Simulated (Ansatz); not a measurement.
```xyz
13

C    -0.475    1.134   -1.377
C    -0.604    0.056   -0.335
O     0.236   -1.083   -0.657
C     0.768   -1.496    0.617
Si    0.245    0.161    1.361
H    -1.137    1.971   -1.139
H     0.548    1.510   -1.436
H    -0.754    0.751   -2.363
H    -1.650   -0.275   -0.263
H     1.828   -1.740    0.526
H     0.237   -2.375    1.004
H    -0.562    0.199    2.612
H     1.322    1.186    1.451
```

Charge 0, multiplicity 1.

Q: List the ωB97M-V/def2-TZVPP orbital energies in eV (the Gaussian-basis code of Ansatz). (An estimate is asked.)

A: The calculation gave: Occupied: -1806.87, -526.03, -282.45, -282.27, -281.17, -147.98, -102.09, -102.08, -102.07, -31.44, -23.78, -21.28, -19.82, -17.10, -15.63, -15.14, -14.95, -14.00, -13.07, -12.85, -12.05, -10.51, -10.41, -9.42. Lowest empty: 1.54, 2.47, 3.07, 3.42, 3.76, 3.97, 4.29, 4.35.
